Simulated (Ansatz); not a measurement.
Cartesian coordinates in Å:
```
C -1.424 -1.654 -1.925
O -1.554 -0.584 -1.013
Sn 0.000 0.000 0.000
O 0.757 -1.434 1.072
C -0.046 -2.074 2.040
O -0.665 1.461 1.096
C 0.220 2.130 1.970
O 1.460 0.556 -1.156
C 1.251 1.599 -2.085
H -2.403 -1.819 -2.382
H -0.707 -1.435 -2.727
H -1.115 -2.586 -1.436
H -0.918 -2.571 1.597
H 0.567 -2.836 2.528
H -0.404 -1.381 2.812
H -0.349 2.907 2.486
H 1.049 2.611 1.438
H 0.644 1.459 2.728
H 0.984 2.544 -1.598
H 2.186 1.749 -2.630
H 0.468 1.357 -2.815
```

Charge 0, multiplicity 1. Sn takes the def2 core potential.

(1) List the ωB97M-V/def2-TZVPP orbital energies in eV (the Gaussian-basis code of Ansatz). (Best estimate.)

## Answers

(1) Ansatz gave: Occupied: -526.10, -526.10, -526.10, -526.10, -282.70, -282.70, -282.70, -282.70, -143.64, -98.26, -98.23, -98.23, -32.64, -32.64, -32.62, -31.85, -31.80, -30.95, -29.82, -29.82, -29.74, -21.92, -21.60, -21.35, -21.35, -17.58, -15.78, -15.78, -15.56, -15.32, -14.93, -14.93, -14.92, -14.81, -14.79, -14.36, -14.36, -12.14, -11.38, -11.38, -10.55, -10.52, -10.49, -10.46, -10.46. Lowest empty: 0.63, 2.41, 2.41, 2.50, 2.69, 3.80, 3.97, 3.97.
